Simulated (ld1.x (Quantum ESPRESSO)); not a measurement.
**Before and after: TM potential for vanadium (V)**

vanadium, norm-conserving Troullier–Martins (Kleinman–Bylander form), made with ld1.x (Quantum ESPRESSO) 7.5 (PBE, scalar-relativistic). Core [Ar], reference 3d3 4s2 4p0. Waves: 4s (bound): rc 2.25 bohr; 3d (bound): rc 2.10 bohr; 4p (bound, empty): rc 2.60 bohr. Local part: the p channel. Core correction: none.

Change: wave 4s (bound): rc 2.25 bohr becomes 4s (bound): rc 1.50 bohr.

Cutoffs: the cutoffs (Ry, on a coarse ladder) from which the occupation-weighted sum of valence levels, in a spherical-Bessel basis at the reference potential, stays within 10 and 1 mRy of its value at 400 Ry; they do not see the model core or the augmentation charge, which bear on the density cutoff. Errors are all-electron minus pseudo energies relative to the spin-unpolarised reference configuration.

Question: What does the change do?

Answer: The potential gets harder (55 Ry and 70 Ry → 100 Ry and 120 Ry); both files keep a bound ghost (s); the number of tests that count goes from 7 to 5; of the 5 tests that both files solve, the error grows in 3 and shrinks in 2 by more than 15 % and 0.3 meV (median size 94.8 → 265.1 meV). A smaller radius makes the pseudo-wave follow the all-electron one further in, where it bends more sharply, so more plane waves are needed.

```csv
quantity,base,changed
"cutoff, loose",55 Ry,100 Ry
"cutoff, tight",70 Ry,120 Ry
loose cutoff by channel (10 mRy a level),"s 6 Ry, d 50 Ry","s 90 Ry, d 50 Ry"
bound ghosts,s,s
"tests counted (converged, no solver errors)",7 of 7,5 of 7
"error for 3d3 4s0 4p0, meV [ΔE 22.03 eV]",+154,+426
"error for 3d2 4s0 4p0, meV [ΔE 50.93 eV]",+95,+49
"error for 3d3 4s0 4p2, meV [ΔE 6.85 eV]",+27,+265
"error for 3d3 4s0 4p1, meV [ΔE 11.84 eV]",+45,+295
"error for 3d1 4s0 4p0, meV [ΔE 96.80 eV]",+552,+100
s: phases at 2.85 bohr within 0.05 rad from the reference energy up to (Ry; the scan ends near 5),1.6,2.1
p: phases at 2.85 bohr within 0.05 rad from the reference energy up to (Ry; the scan ends near 5),1.9,1.9
d: phases at 2.85 bohr within 0.05 rad from the reference energy up to (Ry; the scan ends near 5),0.2,0.2
```

Changed file: Tests not counted: 3d3 4s1 4p0 (solver errors, printed error -1.2 eV); 3d3 4s1 4p1 (solver errors, printed error -122 eV). These tests converged, but a pseudo level misses the all-electron one widely, so the file describes the atom poorly there or has found another state: 3d2 4s0 4p0: empty 4s by 6.3 eV. A true bound ghost makes a file unfit for plane-wave use even where its test errors are small: the radial tests pick states by their node count and pass the ghost by. Where a test does run into it, the solver fails or the error is huge.
